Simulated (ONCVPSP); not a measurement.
# Reading a pseudo-wave (B (Z = 5))

Columns: radius, all-electron u(r) and pseudo u(r) of the 2s shell (level -19.41 eV) of boron in the configuration [He] 2s2; LDA (Perdew-Zunger), non-relativistic, ONCV scheme, ONCVPSP 4.0.1.

```json
{"r (bohr)": "0.078", "all-electron": "-0.2601", "pseudo": "0.0407"}
{"r (bohr)": "0.155", "all-electron": "-0.3378", "pseudo": "0.0812"}
{"r (bohr)": "0.232", "all-electron": "-0.3123", "pseudo": "0.1227"}
{"r (bohr)": "0.310", "all-electron": "-0.2290", "pseudo": "0.1665"}
{"r (bohr)": "0.388", "all-electron": "-0.1166", "pseudo": "0.2133"}
{"r (bohr)": "0.465", "all-electron": "0.0052", "pseudo": "0.2627"}
{"r (bohr)": "0.542", "all-electron": "0.1270", "pseudo": "0.3151"}
{"r (bohr)": "0.620", "all-electron": "0.2439", "pseudo": "0.3702"}
{"r (bohr)": "0.698", "all-electron": "0.3504", "pseudo": "0.4257"}
{"r (bohr)": "0.775", "all-electron": "0.4436", "pseudo": "0.4797"}
{"r (bohr)": "0.852", "all-electron": "0.5242", "pseudo": "0.5322"}
{"r (bohr)": "0.930", "all-electron": "0.5931", "pseudo": "0.5835"}
{"r (bohr)": "1.008", "all-electron": "0.6495", "pseudo": "0.6324"}
{"r (bohr)": "1.085", "all-electron": "0.6937", "pseudo": "0.6771"}
{"r (bohr)": "1.162", "all-electron": "0.7274", "pseudo": "0.7161"}
{"r (bohr)": "1.240", "all-electron": "0.7518", "pseudo": "0.7468"}
{"r (bohr)": "1.318", "all-electron": "0.7674", "pseudo": "0.7664"}
{"r (bohr)": "1.395", "all-electron": "0.7752", "pseudo": "0.7752"}
{"r (bohr)": "1.472", "all-electron": "0.7764", "pseudo": "0.7764"}
{"r (bohr)": "1.550", "all-electron": "0.7719", "pseudo": "0.7719"}
{"r (bohr)": "1.628", "all-electron": "0.7625", "pseudo": "0.7625"}
{"r (bohr)": "1.705", "all-electron": "0.7490", "pseudo": "0.7490"}
{"r (bohr)": "1.782", "all-electron": "0.7323", "pseudo": "0.7323"}
{"r (bohr)": "1.860", "all-electron": "0.7125", "pseudo": "0.7125"}
{"r (bohr)": "1.938", "all-electron": "0.6905", "pseudo": "0.6905"}
{"r (bohr)": "2.015", "all-electron": "0.6671", "pseudo": "0.6672"}
```

Problem. How many radial nodes do the two functions have?

Solution. The all-electron 2s function has n − l − 1 = 1; the pseudo-wave has 0, since the states of the same l below it are removed with the core.

Problem. At about which radius was the pseudo-wave matched?

Solution. 1.40 bohr, where the columns begin to agree (steps of 0.08 bohr).

Problem. Is the pseudo-wave norm-conserving?

Solution. Yes: the ONCV scheme keeps the norm inside the radius equal to the all-electron one, which fixes the energy derivative of the logarithmic derivative at the level.
